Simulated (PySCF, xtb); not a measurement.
BrClH2MoN2, SMILES [NH]=[Mo](=[NH])([Cl])[Br], multiplicity 1.

xtb 6.7.1 with GFN2-xTB at its own geometry gives an orbital gap of 2.42 eV and a dipole moment of 3.37 D.

The structure is a stationary point at PBE-D3(BJ)/def2-SVP. The spin state was assumed, not searched. The structure was generated by enumeration; whether it is a known compound was not checked. The def2 effective core potentials stand for the cores of Mo; spin–orbit coupling is left out.

**Question.** What does PBE/def2-TZVP in PySCF give? (The exact figures need the calculation; the answer reports its results.)

**Answer.** gap 3.28 eV (levels -6.91 and -3.63 eV), dipole 3.23 D.
